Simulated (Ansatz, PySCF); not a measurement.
System: RbCl, net charge 0, singlet state. 
Structure (B3LYP-D3(BJ)/def2-TZVP (Ansatz, a program for electronic structure) minimum search):
```
Rb
Cl 1 2.8664
```

Dipole moments at this geometry, in debye (magnitudes).

```json
[
 {"level": "BP86/def2-TZVPD", "program": "PySCF", "dipole (D)": "10.74"},
 {"level": "M06-L/def2-TZVPD", "program": "PySCF", "dipole (D)": "___"},
 {"level": "PBE0/def2-TZVPD", "program": "Ansatz", "dipole (D)": "10.97"},
 {"level": "BHLYP/def2-TZVPD", "program": "Ansatz", "dipole (D)": "11.16"},
 {"level": "wB97M-V/def2-TZVPD", "program": "Ansatz", "dipole (D)": "11.10"},
 {"level": "CCSD(T)/def2-SVPD", "program": "Ansatz", "dipole (D)": "___"}
]
```

Problem. Fill in the missing entries.

Solution. 
- M06-L/def2-TZVPD, dipole (D): 11.05
- CCSD(T)/def2-SVPD, dipole (D): 11.50
